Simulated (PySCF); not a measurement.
Ionisation energy of Te⁴³⁺ by level of theory

Te⁴³⁺ [He] 2s2 2p5 (2P) → Te⁴⁴⁺ [He] 2s2 2p4 (3P), as a difference of total energies. Computed with PySCF 2.14 in an even-tempered Gaussian basis (19 s from 19 bohr⁻², ratio 2.2; 12 p from 25 bohr⁻², ratio 2.2; 6 d from 100 bohr⁻², ratio 2.4; 5 f from 150 bohr⁻², ratio 2.4; 4 g from 230 bohr⁻², ratio 2.4), with scalar relativity by spin-free X2C-1e. Correlated levels: nothing frozen; virtual orbitals above 40 to 60 times the deepest correlated orbital energy dropped. The calculations carry no spin-orbit coupling.

| method | ionisation energy (eV) |
| --- | --- |
| UHF | 7335.0 |
| LDA | 7332.0 |
| PBE | 7334.7 |
| PBE0 | 7335.3 |
| r2SCAN | 7338.5 |
| M06 | 7338.4 |
| TPSS | 7334.7 |
| MP2 (all electrons) | 7336.8 |
| SCS-MP2 (all electrons) | 7336.7 |

Spin-orbit coupling is strong in these open shells (close to jj coupling). The scalar numbers leave it out and a first-order estimate fails, so it can dominate the gap to the real levels.

For this ion Breit and QED terms and the two-electron picture change, all absent here, outweigh the differences among the correlated methods.

For comparison: 7243 ± 4 eV (theoretical estimate listed by NIST; NIST Atomic Spectra Database, ionization energies).
